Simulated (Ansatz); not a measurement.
Gas-phase electronic energies from Ansatz, PBE0-D4/def2-TZVP geometries. CCSD(T)/CBS is the MP2 limit (def2-TZVPP, def2-QZVPP) plus CCSD(T) − MP2 in def2-TZVPP, frozen cores. DFT in def2-TZVPP. Each species was taken in one conformer, which may not be the lowest.

Consider the substitution at a C–Si bond: `C[SiH]1OB1O` + `O[Si]1(F)CO1` → `CO[Si]1(F)CO1` + `OB1O[SiH2]1`.

```csv
level,ΔE (kJ/mol)
PBE0-D4,107.4
ωB97X-V,101.6
HF/def2-TZVPP,92.4
MP2/def2-TZVPP,113.3
SCS-MP2/def2-TZVPP,104.5
CCSD(T)/def2-TZVPP,105.6
MP2/def2-QZVPP,114.6
HF/CBS(def2),91.6
```

**Question.** What does CCSD(T)/CBS give? (An estimate is asked.)

**Answer.** Computed: +108.4 kJ/mol. The listed levels differ from it by -1.0, -6.8, -16.0, 4.9, -3.9, -2.8, 6.2, -16.8 kJ/mol.

Largest T1 diagnostic among the species: 0.015.

In def2-TZVPP, CCSD(T) changes the Hartree–Fock value by +13.2 kJ/mol (the triples alone add +0.9 kJ/mol) and MP2 by +20.9 kJ/mol.
